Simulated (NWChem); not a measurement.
System: AgPH3Br; SMILES [Br][Ag]<-[PH3]

Here is an NWChem input.

```
start job
memory heap 200 mb stack 900 mb global 1100 mb
geometry units angstroms noautoz
  Ag    -0.000323    -0.445318     0.000073
  Br     0.000934     1.967234    -0.000113
  P     -0.003232    -2.808015     0.000178
  H     -1.240223    -3.493633    -0.091779
  H      0.533557    -3.497186     1.116235
  H      0.692826    -3.497509    -1.023868
end
basis spherical
  Ag library def2-svp
  Br library def2-svp
  P library def2-svp
  H library def2-svp
end
ecp
  Ag library def2-ecp
end
dft
  xc xpbe96 cpbe96
  iterations 150
  mulliken
end
task dft energy
```

NWChem printed, in part:

```
             Northwest Computational Chemistry Package (NWChem) 7.3.0
             --------------------------------------------------------

 C3  symmetry detected

                             Geometry "geometry" -> ""
                             -------------------------

 Output coordinates in angstroms (scale by  1.889725989 to convert to a.u.)

  No.       Tag          Charge          X              Y              Z
 ---- ---------------- ---------- -------------- -------------- --------------
    1 Ag                  47.0000     0.00000000     0.00000000    -0.39846468
    2 Br                  35.0000     0.00000000    -0.00000000     2.01408755
    3 P                   15.0000     0.00000000    -0.00000000    -2.76116326
    4 H                    1.0000     0.29950276    -1.20227423    -3.44925849
    5 H                    1.0000     0.89144864     0.86051411    -3.44925849
    6 H                    1.0000    -1.19095140     0.34176012    -3.44925849

 Effective nuclear repulsion energy (a.u.)     627.0184208457

      Symmetry information
      --------------------

 Group name             C3
 Group number              5
 Group order               3
 No. of unique centers     4

 Summary of "ao basis" -> "ao basis" (spherical)
 ------------------------------------------------------------------------------
       Tag                 Description            Shells   Functions and Types
 ---------------- ------------------------------  ------  ---------------------
 Ag                         def2-svp                11       31   5s3p2d1f
 Br                         def2-svp                12       32   5s4p3d
 P                          def2-svp                 8       18   4s3p1d
 H                          def2-svp                 3        5   2s1p

      Symmetry analysis of basis
      --------------------------

        a          38
        e+         29
        e-         29

  Rotation of axis

            General Information
            -------------------
          SCF calculation type: DFT
          Wavefunction type:  closed shell.
          No. of atoms     :     6
          No. of electrons :    72
           Alpha electrons :    36
            Beta electrons :    36
          Charge           :     0
          Spin multiplicity:     1
          Use of symmetry is: on ; symmetry adaption is: on
          Maximum number of iterations: 150
          AO basis - number of functions:    96
                     number of shells:    40
          Convergence on energy requested:  1.00D-06
          Convergence on density requested:  1.00D-05
          Convergence on gradient requested:  5.00D-04

              XC Information
              --------------
          PerdewBurkeErnzerhof Exchange Functional  1.000
            Perdew 1991 LDA Correlation Functional  1.000 local
           PerdewBurkeErnz. Correlation Functional  1.000 non-local

             Grid Information
             ----------------
          Grid used for XC integration:  medium
          Radial quadrature: Mura-Knowles
          Angular quadrature: Lebedev.
          Tag              B.-S. Rad. Rad. Pts. Rad. Cut. Ang. Pts.
          ---              ---------- --------- --------- ---------
          Ag                  1.60      123          10.0       590
          Br                  1.15      112          13.0       590
          P                   1.00       88          12.0       590
          H                   0.35       45          13.0       434
          Grid pruning is: on
          Number of quadrature shells:   368
          Spatial weights used:  Erf1

      Superposition of Atomic Density Guess
      -------------------------------------

 Sum of atomic energies:       -3081.77784586

      Non-variational initial energy
      ------------------------------

 Total energy =   -3060.499523
 1-e energy   =   -4920.806305
 2-e energy   =    1555.812311
 HOMO         =      -0.393833
 LUMO         =      -0.029998

      Symmetry analysis of molecular orbitals - initial
      -------------------------------------------------

  Numbering of irreducible representations:

     1 a           2 e+          3 e-

  Orbital symmetries:

     1 a           2 a           3 a           4 a           5 e+
     6 e+          7 a           8 a           9 a          10 e+
    11 e+         12 a          13 e+         14 e+         15 a
    16 a          17 e+         18 e+         19 e+         20 e+
    21 a          22 e+         23 e+         24 a          25 a
    26 a          27 e+         28 e+         29 e+         30 e+
    31 e+         32 e+         33 a          34 e+         35 e+
    36 a          37 a          38 e+         39 e+         40 a
    41 e+         42 e+         43 a          44 a          45 e+
    46 e+

     ---------------------------------------------
      Total Density - Mulliken Population Analysis
     ---------------------------------------------

    Atom       Charge   Shell Charges
 -----------   ------   -------------------------------------------------------
    1 Ag  19    19.05  -0.49  1.68  0.81  0.76  0.14  5.98  0.15  0.06  9.30  0.66  0.00
    2 Br  35    35.57   2.00  2.00  2.00  1.37  0.58  6.00  5.99  2.43  3.20  8.23  1.73  0.05
    3 P   15    14.67   2.00  1.99  1.06  0.41  5.93  1.35  1.87  0.06
    4 H    1     0.90   0.63  0.26  0.02
    5 H    1     0.90   0.63  0.26  0.02
    6 H    1     0.90   0.63  0.26  0.02

   convergence    iter        energy       DeltaE   RMS-Dens  Diis-err
 ---------------- ----- ----------------- --------- --------- ---------
 d= 0,ls=0.0,diis     1  -3063.2228193869 -3.37D+03  5.32D-02  9.69D-01
 d= 0,ls=0.0,diis     2  -3060.3990048238  2.82D+00  4.67D-02  2.45D+01
 d= 0,ls=0.0,diis     3  -3063.3589689679 -2.96D+00  3.97D-03  1.32D-01
 d= 0,ls=0.0,diis     4  -3063.3682891236 -9.32D-03  2.50D-03  3.43D-02
 d= 0,ls=0.0,diis     5  -3063.3717971806 -3.51D-03  1.30D-03  4.19D-03
  Resetting Diis
 d= 0,ls=0.0,diis     6  -3063.3725247604 -7.28D-04  2.88D-04  6.01D-04
 d= 0,ls=0.0,diis     7  -3063.3726251023 -1.00D-04  1.44D-04  1.61D-05
 d= 0,ls=0.0,diis     8  -3063.3726218559  3.25D-06  9.34D-05  2.99D-05
 d= 0,ls=0.0,diis     9  -3063.3726281358 -6.28D-06  1.49D-05  2.39D-06
 d= 0,ls=0.0,diis    10  -3063.3726283526 -2.17D-07  2.15D-06  2.59D-08

         Total DFT energy =    -3063.372628352568
      One electron energy =    -4925.210623919312
           Coulomb energy =     1686.562278903003
    Exchange-Corr. energy =     -129.218754695835
 Nuclear repulsion energy =      304.494471359577

 Numeric. integr. density =       72.000005242456

                  Occupations of the irreducible representations
                  ----------------------------------------------

                     irrep           alpha         beta
                     --------     --------     --------
                     a                16.0         16.0
                     e+               20.0         20.0
                     e-                0.0          0.0

                       DFT Final Molecular Orbital Analysis
                       ------------------------------------

 Vector   34  Occ=2.000000D+00  E=-2.322684D-01  Symmetry=a
              MO Center= -1.2D-15,  6.4D-16,  9.5D-01, r^2= 2.9D+00
   Bfn.  Coefficient  Atom+Function         Bfn.  Coefficient  Atom+Function
  ----- ------------  ---------------      ----- ------------  ---------------
     4      0.443193  1 Ag s                 17     -0.435088  1 Ag d  0
    48     -0.404093  2 Br pz                45     -0.380737  2 Br pz
     2     -0.258146  1 Ag s                 42      0.255691  2 Br pz
     1      0.120624  1 Ag s                  3     -0.109233  1 Ag s
     5      0.103904  1 Ag s                  8     -0.089847  1 Ag pz

 Vector   35  Occ=2.000000D+00  E=-2.000232D-01  Symmetry=e+
              MO Center= -1.5D-03,  2.5D-04,  1.8D+00, r^2= 2.2D+00
   Bfn.  Coefficient  Atom+Function         Bfn.  Coefficient  Atom+Function
  ----- ------------  ---------------      ----- ------------  ---------------
    46      0.551247  2 Br px                43      0.477310  2 Br px
    40     -0.319913  2 Br px                18      0.211856  1 Ag d  1
    47     -0.193154  2 Br py                44     -0.167246  2 Br py
    41      0.112095  2 Br py                37      0.104095  2 Br px
    12      0.095986  1 Ag px                16      0.074233  1 Ag d -1

 Vector   36  Occ=2.000000D+00  E=-2.000232D-01  Symmetry=e+
              MO Center=  1.5D-03, -2.5D-04,  1.8D+00, r^2= 2.2D+00
   Bfn.  Coefficient  Atom+Function         Bfn.  Coefficient  Atom+Function
  ----- ------------  ---------------      ----- ------------  ---------------
    47      0.551247  2 Br py                44      0.477310  2 Br py
    41     -0.319913  2 Br py                16     -0.211856  1 Ag d -1
    46      0.193154  2 Br px                43      0.167246  2 Br px
    40     -0.112095  2 Br px                38      0.104095  2 Br py
    13      0.095986  1 Ag py                18      0.074233  1 Ag d  1

 Vector   37  Occ=0.000000D+00  E=-5.721567D-02  Symmetry=e+
              MO Center= -4.2D-02,  2.7D-02, -2.0D+00, r^2= 5.2D+00
   Bfn.  Coefficient  Atom+Function         Bfn.  Coefficient  Atom+Function
  ----- ------------  ---------------      ----- ------------  ---------------
    74      0.798346  3 P  px                93      0.746329  6 H  s
    88     -0.466142  5 H  s                 12      0.408499  1 Ag px
    83     -0.280187  4 H  s                 92      0.276862  6 H  s
    71      0.202663  3 P  px                18     -0.188538  1 Ag d  1
    87     -0.172922  5 H  s                  9      0.171394  1 Ag px

 Vector   38  Occ=0.000000D+00  E=-5.721567D-02  Symmetry=e+
              MO Center=  4.2D-02, -2.7D-02, -2.0D+00, r^2= 5.2D+00
   Bfn.  Coefficient  Atom+Function         Bfn.  Coefficient  Atom+Function
  ----- ------------  ---------------      ----- ------------  ---------------
    75      0.798346  3 P  py                83      0.700020  4 H  s
    88     -0.592659  5 H  s                 13      0.408499  1 Ag py
    82      0.259683  4 H  s                 87     -0.219856  5 H  s
    72      0.202663  3 P  py                16      0.188538  1 Ag d -1
    10      0.171394  1 Ag py                47     -0.163190  2 Br py

 Vector   39  Occ=0.000000D+00  E=-5.541141D-02  Symmetry=a
              MO Center= -3.5D-13,  1.7D-13, -1.7D+00, r^2= 7.5D+00
   Bfn.  Coefficient  Atom+Function         Bfn.  Coefficient  Atom+Function
  ----- ------------  ---------------      ----- ------------  ---------------
    67      1.274113  3 P  s                  5     -0.745097  1 Ag s
    83     -0.479953  4 H  s                 88     -0.479953  5 H  s
    93     -0.479953  6 H  s                 66      0.457286  3 P  s
     4     -0.373429  1 Ag s                 14      0.322102  1 Ag pz
    48     -0.319948  2 Br pz                65      0.274808  3 P  s

     ---------------------------------------------
      Total Density - Mulliken Population Analysis
     ---------------------------------------------

    Atom       Charge   Shell Charges
 -----------   ------   -------------------------------------------------------
    1 Ag  19    19.00  -0.50  1.73  0.77  0.69  0.11  5.99  0.20  0.16  8.77  1.07  0.00
    2 Br  35    35.28   2.00  2.00  1.99  1.46  0.49  6.00  5.97  2.34  3.02  8.19  1.75  0.08
    3 P   15    14.90   2.00  1.98  1.22  0.36  5.92  1.56  1.74  0.12
    4 H    1     0.94   0.72  0.20  0.02
    5 H    1     0.94   0.72  0.20  0.02
    6 H    1     0.94   0.72  0.20  0.02

     -------------------------------------------
      Total Density - Lowdin Population Analysis
     -------------------------------------------

    Atom       Charge   Shell Charges
 -----------   ------   -------------------------------------------------------
    1 Ag  19    19.42   0.00  0.96  1.00  0.55  0.28  5.62  0.67  0.36  8.45  1.53  0.00
    2 Br  35    35.08   2.00  2.00  1.96  1.13  0.71  5.99  5.81  2.44  3.02  7.83  2.04  0.15
    3 P   15    14.47   2.00  1.94  0.81  0.44  5.81  1.54  1.77  0.16
    4 H    1     1.01   0.63  0.34  0.05
    5 H    1     1.01   0.63  0.34  0.05
    6 H    1     1.01   0.63  0.34  0.05

     Multipole analysis of the density
     ---------------------------------

     L   x y z        total         alpha         beta         nuclear
     -   - - -        -----         -----         ----         -------
     0   0 0 0     -0.000000    -36.000000    -36.000000     72.000000

     1   1 0 0      0.000000      0.000000      0.000000      0.000000
     1   0 1 0     -0.000000     -0.000000     -0.000000      0.000000
     1   0 0 1     -3.123349    -12.103521    -12.103521     21.083694

     2   2 0 0    -39.164021    -23.693641    -23.693641      8.223261
     2   1 1 0     -0.000000     -0.000000     -0.000000      0.000000
     2   1 0 1     -0.000000     -0.000000     -0.000000      0.000000
     2   0 2 0    -39.164021    -23.693641    -23.693641      8.223261
     2   0 1 1     -0.000000     -0.000000     -0.000000      0.000000
     2   0 0 2    -32.032742   -542.834781   -542.834781   1053.636820
```

Level: PBE/def2-SVP with def2 effective core potentials on Ag. Structure relaxed at the PBE0/def2-SVP level. def2 effective core potentials on Ag; no spin-orbit coupling.
